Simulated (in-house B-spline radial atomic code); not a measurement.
A calculation on F VII (F6+) (an excited or competing configuration): its settings, and results tabulated from the run. Level of theory: Dirac-Hartree-Fock, average of the jj configuration, Fermi nucleus of rms radius 2.8976 fm; calculated with an all-electron radial atomic-structure program (B-spline basis).

In the input, a minus or plus after the letter marks the j = l - 1/2 or j = l + 1/2 subshell.

Command:
```bash
python run_scf.py task.json out
```
Settings (nuclear radius in fm, mass in u):
```
Z                9
configuration    1s2 5d-1
hamiltonian      dirac
method           hf
spin_polarised   False
nucleus          fermi
rms_radius       2.8976
atomic_mass      18.9984
speed_of_light   137.035999084
```

Output (hartree, bohr):
```
 radial grid: 70 intervals, B-splines of order 8, outer radius 21.6418 bohr

 iter        energy (Eh)    residual
    1        -75.6557591    5.12e-01
    2        -76.5449571    1.92e-02
    3        -76.5454809    1.01e-02
    4        -76.5456235    5.28e-03
    5        -76.5456765    2.38e-04
    6        -76.5456766    1.56e-06
    7        -76.5456766    1.12e-08

 total energy                      -76.545677
 kinetic                             76.70427
 electron-nucleus                  -159.22103
 electron-electron                    5.97108

 first-order corrections (not in the total)
   Gaunt                            0.00873
   retardation                     -0.00000
   frequency dependence             0.00000
   self-energy                      0.00736
   Uehling                         -0.00038
   Wichmann-Kroll                   0.00000
   recoil                           0.00221

 orbital      occ     eigenvalue          <r>       <r^2>       <1/r>       <r^4>     <1/r^3>       r_max    small
 1s1/2      2.000      -34.79700     0.173705   0.0404705     8.70541   0.0041693           -      0.1141  1.01e-03
 5d3/2      1.000       -0.98060      4.92484      27.512    0.280407     1030.39    0.185226       5.239  2.62e-05
```

Run time, properties included: 0.33 s on 1 thread of Arm Neoverse V1 (shared host).

For the Dirac Hamiltonian the kinetic term is c α·p + (β - 1)c².
